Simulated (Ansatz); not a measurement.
Diatomic Ba₂, multiplicity 3 (an upper state: multiplicity 1 came lower at CCSD(T)/def2-TZVPP on PBE0 minima). No spin–orbit coupling. The T1 diagnostic near the minimum is 0.050, so single-reference values are doubtful.

The constants come from a fifth-degree fit in 1/R (seven points, main isotopes). Runs in def2 and cc sets follow the lowest solution found near the PBE0 minimum.

Correlated levels freeze the inner cores; with def2 sets outer-core shells near the valence are correlated too.

Programs: Ansatz (Gaussian basis) for Hartree–Fock, density functionals and correlated methods.  In def2 rows elements past Kr take small-core potentials, without spin–orbit coupling.

```
level               r_e (Å)  ω_e (cm⁻¹)  ω_e x_e (cm⁻¹)
------------------  -------  ----------  --------------
PBE/def2-TZVPP        4.144          70            0.13
PBE0/def2-TZVPP       4.130           ?            0.11
wB97X-V/def2-TZVPP    4.118          75           0.091
CCSD/def2-TZVPP       4.256          67           0.090
CCSD(T)/def2-TZVPP        ?           ?           0.092
```

Problem. Some entries are withheld; supply them.

Solution. 
- CCSD(T)/def2-TZVPP, r_e (Å): 4.246
- CCSD(T)/def2-TZVPP, ω_e (cm⁻¹): 67
- PBE0/def2-TZVPP, ω_e (cm⁻¹): 73

Doubts at one or more of the structures used: a spin-contaminated determinant (CCSD/def2-TZVPP, CCSD(T)/def2-TZVPP); T1 above 0.05 (CCSD/def2-TZVPP, CCSD(T)/def2-TZVPP).

Ansatz is a program for electronic structure.
